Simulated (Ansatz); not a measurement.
Stepwise reaction of `[NH2][Al]([Br])[Br]` with hydrogen fluoride, as a gas-phase model of exchange steps in deposition or etching. ΔE in kJ/mol; ΔG adds harmonic PBE0-D4 terms to CCSD(T)/CBS, at 1 bar.

Program: Ansatz. Geometries: PBE0-D4/def2-TZVP. ΔE: electronic, gas phase. CCSD(T)/CBS is the MP2 limit (def2-TZVPP, def2-QZVPP) plus CCSD(T) − MP2 in def2-TZVPP, frozen cores. This one scheme is used for every species. Functionals use def2-TZVPP. B3LYP here is the variant with VWN-RPA as its local correlation; programs differ in this. For Br outer-core shells are correlated without core-valence functions, which leaves a few kJ/mol of doubt a bond. Scalar relativity is left out up to krypton. One conformer a species, not always the lowest.

```json
{"step": "1", "reaction": "`[NH2][Al]([Br])[Br]` + H–F → `[NH2][Al]([F])[Br]` + HBr", "PBE-D4": "-17.0", "B3LYP-D4": "-24.8", "ωB97M-V": "-21.3", "CCSD(T)/CBS": "-16.6", "ΔG(600 K)": "-27.1"}
```

Problem. Give the row of step 2, `[NH2][Al]([F])[Br]` + H–F → `[NH2][Al]([F])[F]` + HBr. (An estimate is asked.)

Solution. Computed: 
```csv
step,reaction,PBE-D4,B3LYP-D4,ωB97M-V,CCSD(T)/CBS,ΔG(600 K)
2,`[NH2][Al]([F])[Br]` + H–F → `[NH2][Al]([F])[F]` + HBr,-17.9,-25.5,-21.5,-18.6,-21.9
```

Problem. By hand: ΔE of the 2 steps together at CCSD(T)/CBS.

Solution. (-16.6) + (-18.6) = -35.2 kJ/mol, or -17.6 kJ/mol a step.

In ΔE the steps differ by no more than 2.0 kJ/mol. All are downhill at CCSD(T)/CBS. ΔG lies between -27.1 and -21.9 kJ/mol a step. PBE-D4 differs from CCSD(T)/CBS by -0.4 to 0.7 kJ/mol a step. Isolated molecules leave out the surface, adducts and barriers. Largest T1 diagnostic: 0.012.
